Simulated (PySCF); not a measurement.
Isomers of C6H12FPSi, one GFN2-xTB conformer each. Single-point energies are computed at PBE0/pcSseg-1 (PySCF, gas phase, no added dispersion term), electronic only.

Question: Rank them by PBE0/pcSseg-1 energy, lowest first (kJ/mol).
A. `[CH2:1]=[CH:2][C@@H:3]1[CH2:4][CH2:5][CH2:6][Si@:7]1([F:8])[PH2:9]` with C1–C2–C3–C4 -135°, C6–Si7–P9–H 89° and -178°, C2–C3–C4–C5 -161°, C3–C4–C5–C6 53°, C4–C5–C6–Si7 -38°, C5–C6–Si7–F8 -99°
B. `[CH3:1][Si:2]([CH3:3])([CH3:4])[CH2:5][P:6]=[C:7]=[CH:8][F:9]` with Si2–C5–P6–C7 90°

Answer: A (0.0), B (247.9).

As drawn, the lower has an Si–F bond, which the higher lacks; the higher has cumulated double bonds, which the lower lacks. GFN2-xTB itself gives, in the same order: 0.0, 336.8. Both levels put the same isomer lowest.

Which frontier levels, dipoles and rotational constants go with these structures?

| SMILES | HOMO (eV, PBE0/pcSseg-1) | LUMO (eV) | dipole (D) | A, B, C (MHz) |
| --- | --- | --- | --- | --- |
| C=C[C@@H]1CCC[Si@]1(F)P | -7.01 | 0.02 | 1.02 | 1141, 1110, 759.2 |
| C[Si](C)(C)CP=C=CF | -7.07 | -1.91 | 2.15 | 1659, 625.6, 545.3 |
